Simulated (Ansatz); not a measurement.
Total energies of C2H7BO (`BOCC`).

```xyz
11

B     0.431   -0.715   -1.783
O     0.562    0.252   -0.866
C     0.444   -0.003    0.528
C    -0.754    0.721    1.090
H     0.537   -0.393   -2.931
H     0.217   -1.849   -1.441
H     0.369   -1.082    0.698
H     1.365    0.355    0.996
H    -0.685    1.792    0.892
H    -1.678    0.347    0.645
H    -0.808    0.574    2.172
```

The species carries charge 0 and has multiplicity 1. The structure was optimised at the PBE0-D4/def2-TZVP level. It is one conformer, not always the lowest. Basis def2-TZVPP, Ansatz.

RPA on PBE orbitals: Hartree–Fock energy of these orbitals -179.41820 Eh, correlation -1.16324 Eh (frozen core).

```csv
functional,energy without D4 (Eh),D4 term (kJ/mol)
LDA (SPW92),-178.99214,–
revPBE,-180.53266,-53.7
BLYP,-180.51814,-33.6
r2SCAN,-180.48417,-3.8
B97M-V,-180.58158,–
PBE0,-180.37352,-12.3
B3LYP,-180.60964,-23.6
r2SCAN0,-180.46685,-4.3
CAM-B3LYP,-180.50787,-12.2
LC-ωPBE,-180.48106,–
ωB97X-V,-180.54025,–
ωB97M-V,-180.50373,–
B2PLYP,-180.44078,–
PBE-QIDH,-180.35011,–
```

(1) Give the same for PBE, r2SCANh, HSE06 (plane-wave form), BHLYP. (Best estimate.)

B3LYP takes the VWN-RPA correlation (the form of Gaussian; ORCA's B3LYP/G). HSE06 is the plane-wave form, built on full-range PBE exchange. The double hybrids freeze the cores in their second-order part.

## Answers

(1) Computed: 
| functional | energy without D4 (Eh) | D4 term (kJ/mol) |
| --- | --- | --- |
| PBE | -180.34943 | -14.8 |
| r2SCANh | -180.47690 | -3.9 |
| HSE06 (plane-wave form) | -180.36295 | -11.3 |
| BHLYP | -180.49554 | -15.9 |

LC-ωPBE has ω = 0.4 bohr⁻¹.
